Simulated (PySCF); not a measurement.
**Diatomic cations of Ge with group 15**

CCSD(T) with double-zeta basis sets in PySCF, for the lowest determinant that a PBE0 search found; no spin–orbit coupling. De refers to high-spin ground-configuration atoms (the charge goes to the atom of lower measured ionisation energy or higher electron affinity, which is not always the lowest computed limit).

| M | basis | reference, frozen orbitals | charged atom | state (unpaired electrons) | Re (Å) | ωe (cm⁻¹) | De (eV) |
| --- | --- | --- | --- | --- | --- | --- | --- |
| N | 6-31G(d,p) | UHF, 10 | Ge+ | triplet (π ↑↑) | 1.937 | 586 | 1.46 |
| P | def2-SVP | UHF, 14 | Ge+ | triplet (π ↑↑) | 2.327 | 375 | 2.09 |
| Sb | cc-pVDZ-PP | UHF, 8 | Ge+ | triplet (π ↑↑) | 2.638 | 227 | 2.12 |
| Bi | cc-pVDZ-PP | UHF, 8 | Bi+ | triplet (π ↑↑) | 2.715 | 199 | n/a |

The shortest bond is that of GeN⁺ (1.937 Å), the longest that of GeBi⁺ (2.715 Å).

The rows differ in basis set, which adds steps of its own.

Down a group the atoms grow and get heavier, so bonds lengthen and wavenumbers fall; this series shows no clear exception.

Correlated steps freeze the inner cores (8 to 14 orbitals); shallow outer-core shells are correlated. Correlated levels converge slowly with the basis: in double zeta they bind strong bonds too weakly, by up to about 1 eV, and carry superposition errors of some tenths. Spin–orbit coupling is left out, which matters for elements this heavy, above all for dissociation energies. For an ion De counts to the pair picked by the measured ionisation energies or electron affinities, which need not be the lowest pair at this level. States were picked by a PBE0 search and need not be the measured ground states.
